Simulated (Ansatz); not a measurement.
Ideal-gas functions of Cl2HOSTa (`[OH][Ta](=[S])([Cl])[Cl]`) at 298.15 K and 1 bar, from an Ansatz frequency run at PBE0-D4/def2-TZVP.

Molar mass 300.93 g/mol, point group Cs (symmetry number 1), electronic degeneracy 1, moments of inertia 321.437, 363.011, 464.675 u Å². Harmonic wavenumbers (cm⁻¹, unscaled): 107, 132, 142, 162, 197, 394, 398, 425, 534, 557, 746, 3910.

Use S(trans) = R[1.5 ln M + 2.5 ln T − 1.1517]; rotational temperatures θ = 24.2544 K / I; S(rot) = R[ln(√π/σ · √(T³/θAθBθC)) + 1.5]; for each mode x = 1.438777 ν̃/T, S = R[x/(eˣ − 1) − ln(1 − e⁻ˣ)] and H = RT x/(eˣ − 1); 1 cm⁻¹ = 0.0119627 kJ/mol; R = 8.31446 J/(mol·K).

Task: By hand: the entropy, in J/(mol·K).

Result: Translation 180.0. Rotation: θ = 0.0755, 0.0668, 0.0522 K, giving 122.6. Vibration, mode by mode: 13.90, 12.20, 11.62, 10.57, 9.04, 4.12, 4.06, 3.66, 2.42, 2.22, 1.07, 0.00, in all 74.9. Electronic 0.0. Sum 377.5 J/(mol·K).

Task: By hand: H − E and G − E in kJ/mol, counted from the electronic energy.

Result: Zero-point energy ½ × 7704 × 0.0119627 = 46.1; thermal vibration 12.2; translation, rotation and pV give 4 RT = 9.9. H − E = 68.2 kJ/mol, and G − E = 68.2 − 298.15 × 377.5/1000 = -44.4 kJ/mol.

Vibration gives 20 % of the entropy, 37.7 J/(mol·K) of it from the modes under 150 cm⁻¹: soft modes count most, and the harmonic formula is weakest for them. The sum counts one conformer and one mirror image; others add a mixing term.
